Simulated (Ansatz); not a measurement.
The same ligand exchange along the group O, S, Se.

Calculated with Ansatz (gas phase, PBE0-D4/def2-TZVP geometries, no zero-point term in ΔE). CBS: MP2 limit from def2 TZ/QZ plus the TZ coupled-cluster correction, frozen cores. This one scheme is used for every species. For Se outer-core shells are correlated without core-valence functions, which leaves a few kJ/mol of doubt a bond. Scalar relativity is left out up to krypton. Each species was taken in one conformer, which may not be the lowest.

```tsv
reaction	HF/CBS(def2) (eV)
`N[SiH](O)F` + H–F → `O[SiH](F)F` + NH₃	-1.06
`N[SiH](F)S` + H–F → `F[SiH](F)S` + NH₃	-0.93
`N[SiH](F)[SeH]` + H–F → `F[SiH](F)[SeH]` + NH₃	-0.96
```

Q: Give the CCSD(T)/CBS values in the same order. (Best estimate.)

A: Computed: -0.90, -0.77, -0.81 eV.

Largest T1 diagnostic: 0.012, for `F[SiH](F)S`.
